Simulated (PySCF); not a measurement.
## Chromium: a sound run and one with changed settings

Sound run: Cr [Ar] 3d5 4s1, Cr⁺ [Ar] 3d5. Computed with PySCF 2.14 in x2c-TZVPall, with the spin-free X2C one-electron Hamiltonian (Gaussian nucleus). In the sound run the correlated levels freeze [Ar]. The sound run starts from symmetry-adapted Hartree-Fock orbitals and uses a fine grid where one is needed.

Changed run: no relativity, point nucleus. This setting is unsound on purpose.

```tsv
species	method	sound run (hartree)	changed run (hartree)	converged
Cr	UHF	-1049.64352	-1041.45905	yes
Cr	LDA	-1048.46258	-1040.28667	yes
Cr	PBE	-1050.54634	-1042.36589	yes
Cr	MP2	-1049.72024	-1041.53432	yes
Cr⁺	UHF	-1049.42242	-1041.24293	yes
Cr⁺	LDA	-1048.18258	-1040.01342	yes
Cr⁺	PBE	-1050.27419	-1042.10036	yes
Cr⁺	MP2	-1049.48476	-1041.30462	yes
```

Ionisation energy of Cr:

```tsv
method	sound run (eV)	changed run (eV)
UHF	6.016	5.881
LDA	7.619	7.436
PBE	7.406	7.225
MP2	6.408	6.250
SCS-MP2	6.147	6.004
```

Most of the change in total energy is the relativistic energy itself. On top of that the contraction fixes the core shape for the Hamiltonian it was made with, so the changed run is not a good calculation with the other Hamiltonian either.

For comparison, NIST gives 6.767 eV between the lowest levels.
